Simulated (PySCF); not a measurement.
C3H5FOSi, SMILES C#C[Si@H](F)CO. Atoms are numbered in the order given.

```xyz
11

C      2.3272     0.4578    -1.1355
C      1.4086     0.2407    -0.3706
Si    -0.0409    -0.0699     0.7221
F      0.1540    -1.5142     1.4506
C     -1.5430    -0.0761    -0.4058
O     -1.5299     1.1454    -1.1367
H      3.1504     0.6482    -1.8046
H     -0.1086     0.9710     1.7731
H     -1.5619    -0.9679    -1.0626
H     -2.4769    -0.0972     0.1786
H     -0.7339     1.1552    -1.6836
```
Charge 0, spin multiplicity 1.

Coordinates come from a ωB97X-D3(BJ)/def2-SVP optimisation. The structure was generated by enumeration; whether it is a known compound was not checked. The values are those of a single conformer.

Level of theory: PBE0/def2-TZVP in PySCF.

Atomic charges (e):

| atom | Mulliken | IAO |
|---|---|---|
| C1 | ___ | -0.17 |
| C2 | -0.23 | -0.37 |
| Si3 | 0.59 | 1.24 |
| F4 | ___ | -0.54 |
| C5 | ___ | -0.36 |
| O6 | -0.43 | -0.55 |
| H7 | ___ | 0.21 |
| H8 | -0.03 | -0.14 |
| H9 | 0.12 | 0.14 |
| H10 | 0.13 | 0.17 |
| H11 | ___ | 0.36 |

Q: Some entries are withheld; supply them. (An estimate is asked for; the answer gives what the named calculation found.)

A: 
- C1, Mulliken: -0.15
- F4, Mulliken: -0.33
- C5, Mulliken: -0.18
- H7, Mulliken: 0.19
- H11, Mulliken: 0.32

Computed Mayer and Wiberg (Löwdin basis) orders of the bonds:
```json
[
 {"bond": "C1–C2", "Mayer": "2.70", "Wiberg": "3.00"},
 {"bond": "C2–Si3", "Mayer": "0.99", "Wiberg": "1.11"},
 {"bond": "Si3–F4", "Mayer": "1.09", "Wiberg": "1.66"},
 {"bond": "Si3–C5", "Mayer": "1.00", "Wiberg": "1.11"},
 {"bond": "C5–O6", "Mayer": "0.98", "Wiberg": "1.58"},
 {"bond": "C1–H7", "Mayer": "0.97", "Wiberg": "0.92"},
 {"bond": "Si3–H8", "Mayer": "0.94", "Wiberg": "0.89"},
 {"bond": "C5–H9", "Mayer": "0.93", "Wiberg": "0.88"},
 {"bond": "C5–H10", "Mayer": "0.94", "Wiberg": "0.88"},
 {"bond": "O6–H11", "Mayer": "0.88", "Wiberg": "1.02"}
]
```
